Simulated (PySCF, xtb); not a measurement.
Sn(H)(Cl)2(Me) (CH4Cl2Sn), SMILES [CH3][SnH]([Cl])[Cl].

GFN2-xTB in xtb at its own geometry gives an orbital gap of 3.90 eV and a dipole moment of 3.75 D.

Geometry: r2SCAN-D4/def2-SVP. The structure was generated by enumeration; whether it is a known compound was not checked. The def2 effective core potentials stand for the cores of Sn; spin–orbit coupling is left out.

### Question
What does PySCF with M06-2X/def2-TZVP give? (The exact figures need the calculation; the answer reports its results.)

### Answer
gap 9.66 eV (levels -9.85 and -0.19 eV), dipole 3.61 D.
